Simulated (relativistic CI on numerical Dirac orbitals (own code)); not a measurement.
# Hyperfine structure of Sb13+, mass number 123

Computed by Dirac-Coulomb-Breit CI, separate exchange-only KLI orbitals for each configuration, model QED, unscaled Slater integrals (own radial code, finite nucleus).

Configuration list (outside the closed core [Ar] 3d10): 4s²4p⁶4d², 4s²4p⁵4d³, 4s²4p⁶4d4f, 4s4p⁶4d³, 4s²4p⁶4d5s, 4s²4p⁵4d²4f, 4s²4p⁶4d5p, 4s²4p⁶4f5s, 4s4p⁶4d²4f, 4s²4p⁶4d5d, 4s²4p⁶5s5p, 4s²4p⁶4f², 4s²4p⁵4f³, 4s²4p⁶5s², 4s²4p⁵4f5s², 4s²4p⁶4f5p, 4s²4p⁵4f²5p. Double excitations out of closed p, d and f shells are left out; levels of such configurations are missing from the list, as are those of other unlisted configurations, and high levels can miss mixing partners. These lack a partner that the ground configuration has and come out too high: 4s4p⁶4d²4f.

Nuclear spin I = 7/2, μ = 2.5457 μN, Q = -0.692 b (tables of Stone and Pyykkö). The electronic factors are computed for point nuclear moments, without core polarisation or the Bohr-Weisskopf and QED corrections.

| Level | E (cm⁻¹) | A (MHz) | B (MHz) |
| --- | --- | --- | --- |
| 4s²4p⁶4d² ³F2 | 0 | 2834 | -602 |
| 4s²4p⁶4d² ³F3 | 11173 | 1694 | -839 |
| 4s²4p⁶4d² ³F4 | 21256 | 1393 | -1410 |
| 4s²4p⁶4d² ³P1 | 32097 | 2.618 | -825 |
| 4s²4p⁶4d² ¹G4 | 45319 | 1636 | -4490 |
| 4s²4p⁶4d² ³P2 | 45440 | 1198 | 1380 |
| 4s²4p⁵4d³ ⁵D°1 | 564367 | 5117 | -5690 |

Levels with J = 0, under 50 % of one LS term, or S terms without an open s electron are left out. Small factors come from cancelling terms and can be off by tens of per cent or more.

At this charge energies of transitions that change n are usually good to better than 1 %, and those within a shell (Δn = 0) to a few per cent. Terms inside the open d or f shell come out 10 to 20 % too wide with unscaled integrals. Levels and lines within the n = 5 or 6 shells can be off by up to 10 % or somewhat more, and those that change n by about 2 %, since core polarisation is missing.

Give the hyperfine levels of 4s²4p⁶4d² ³F2 relative to its centre of gravity.

With K = F(F + 1) − I(I + 1) − J(J + 1), E = AK/2 + B[¾K(K + 1) − I(I + 1)J(J + 1)]/[2I(2I − 1)J(2J − 1)]: F = 3/2: -25830, F = 5/2: -18470, F = 7/2: -8330, F = 9/2: 4455, F = 11/2: 19690 MHz.

LS names give the leading component of a level, which can be under half, so a name can repeat, a term be missing and a line seem to break the LS rules.
